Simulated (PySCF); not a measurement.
Cartesian coordinates (Å):
```xyz
19

B      2.9214    -1.4217     0.4086
C      1.8017    -0.4060     0.1220
C      2.1031     0.9324    -0.2447
C      1.1131     1.8624    -0.5065
C     -0.2189     1.4454    -0.3994
S     -1.6358     2.4166    -0.6745
C     -2.6679     1.0910    -0.3155
C     -2.0131    -0.0764     0.0093
B     -2.7814    -1.3533     0.3563
C     -0.5742     0.1248    -0.0380
C      0.4554    -0.7874     0.2192
H      4.0831    -1.0930     0.3251
H      2.6456    -2.5579     0.7201
H      3.1516     1.2316    -0.3211
H      1.3602     2.8882    -0.7873
H     -3.7491     1.2304    -0.3598
H     -3.9903    -1.3355     0.3449
H     -2.2078    -2.3784     0.6412
H      0.2033    -1.8130     0.5001
```
Charge 0, spin multiplicity 1.

Question: What is the computed HOMO, total energy and HOMO–LUMO gap (PySCF with PBE0-D4/def2-TZVP // PBE0-D4/def2-SVP)?

Answer: 
```yaml
HOMO: -6.92 eV
total_energy: -757.1082 Ha
HOMO–LUMO gap: 4.67 eV
```
